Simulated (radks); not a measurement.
Results of a calculation; reference values are marked as such.
V9+, configuration [He] 2s2 2p4 3s2 3p2 4f2 (not the ground configuration).

Level of theory: non-relativistic Kohn-Sham, PBEsol, spin-unpolarised, spherical densities, point nucleus (a radial shooting solver on a logarithmic mesh with Libxc functionals).

Energy parts (Ry):
total: -1724.34380
kinetic: 1723.23887
electron-nucleus: -3821.81859
Hartree: 440.59631
exchange-correlation: -66.36040

Orbitals (lengths in bohr, moments of r in powers of bohr):
orbital  occ.  eigenvalue (Ry)      <r>
1s          2        -419.1234  0.06699
2s          2        -66.52579   0.2996
2p          4        -60.61179   0.2613
3s          2        -20.29281   0.7879
3p          2        -18.39515   0.7785
3d          0        -15.52011   0.7182
4s          0         -9.03667    1.614
4f          2         -6.40780    1.560

The highest occupied level is 4f at -87.183 eV. The configuration is held as typed, so some empty levels lie below it. The electron density at the nucleus is 8287 e/bohr^3. Virial ratio -V/T = 2.00064. Summed over all electrons, <r^2> = 8.853 bohr^2, which gives a Langevin (diamagnetic) susceptibility term of -7.01 x 10^-6 cm^3/mol.
